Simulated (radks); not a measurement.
Initial-state core-level shifts of the cerium ion Ce2+ when its valence configuration changes from [Xe] 4f2. All-electron calculation, Dirac Kohn-Sham, PBE, spin-unpolarised, spherical densities, finite nucleus; open shells are shared between the two j in proportion to 2j + 1; Fermi nuclear charge, rms radius 4.8771 fm. Program: a radial shooting solver on a logarithmic mesh with Libxc functionals. Shifts are changes of the shell-averaged eigenvalues in eV (positive: less bound); the change of the density at the nucleus, which sets a Mossbauer isomer shift, is in e/bohr^3, on a base of 3.829e+05.

| valence | 2s | 3s | 3d | 5s | density at nucleus |
|---|---|---|---|---|---|
| 4f1 6s1 | -9.575 | -10.562 | -10.454 | -5.784 | +52.99 |
| 6s2 | -21.154 | -23.418 | -23.172 | -12.082 | +121.72 |
| 4f1.5 6p0.5 | -5.010 | -5.462 | -5.412 | -3.306 | +11.32 |
| 4f1 5d1 | -6.868 | -7.908 | -7.786 | -3.341 | +19.83 |
| 5d1 6s1 | -18.045 | -20.368 | -20.106 | -9.463 | +80.72 |
| 4f1.5 6s0.5 | -4.486 | -4.938 | -4.888 | -2.793 | +24.47 |
| 4f1.5 5d0.5 | -3.228 | -3.709 | -3.652 | -1.620 | +9.21 |
| 4f1 6p1 | -10.620 | -11.610 | -11.502 | -6.792 | +24.79 |
| 4f0.5 6p1.5 | -16.700 | -18.300 | -18.127 | -10.366 | +40.06 |
